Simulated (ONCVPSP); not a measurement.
Reading a pseudo-wave (molybdenum)

Columns: radius, all-electron u(r) and pseudo u(r) of the 4d shell (level -15.38 eV) of molybdenum in the configuration [Ar] 3d10 4s2 4p6 4d4.5; PBEsol, scalar-relativistic, ONCV scheme, ONCVPSP 4.0.1.

```tsv
r (bohr)	all-electron	pseudo
0.088	-0.1053	0.0013
0.175	-0.2939	0.0096
0.262	-0.3658	0.0311
0.350	-0.3081	0.0704
0.438	-0.1708	0.1286
0.525	-0.0036	0.2035
0.612	0.1651	0.2914
0.700	0.3207	0.3875
0.788	0.4536	0.4840
0.875	0.5602	0.5732
0.962	0.6426	0.6510
1.050	0.7035	0.7143
1.138	0.7449	0.7600
1.225	0.7696	0.7875
1.312	0.7814	0.7988
1.400	0.7826	0.7963
1.487	0.7756	0.7839
1.575	0.7620	0.7653
1.662	0.7438	0.7443
1.750	0.7218	0.7218
1.838	0.6972	0.6971
1.925	0.6711	0.6710
2.012	0.6438	0.6438
2.100	0.6157	0.6156
2.188	0.5873	0.5872
2.275	0.5593	0.5593
```

Q: How many radial nodes do the two functions have?

A: The all-electron 4d function has n − l − 1 = 1; the pseudo-wave has 0, since the states of the same l below it are removed with the core.

Q: At about which radius was the pseudo-wave matched?

A: 1.75 bohr. The columns agree to 0.0005 from 1.66 bohr on; several derivatives are matched, so the curves merge somewhat inside the radius.

Q: Is the pseudo-wave norm-conserving?

A: Yes: the ONCV scheme keeps the norm inside the radius equal to the all-electron one, which fixes the energy derivative of the logarithmic derivative at the level.
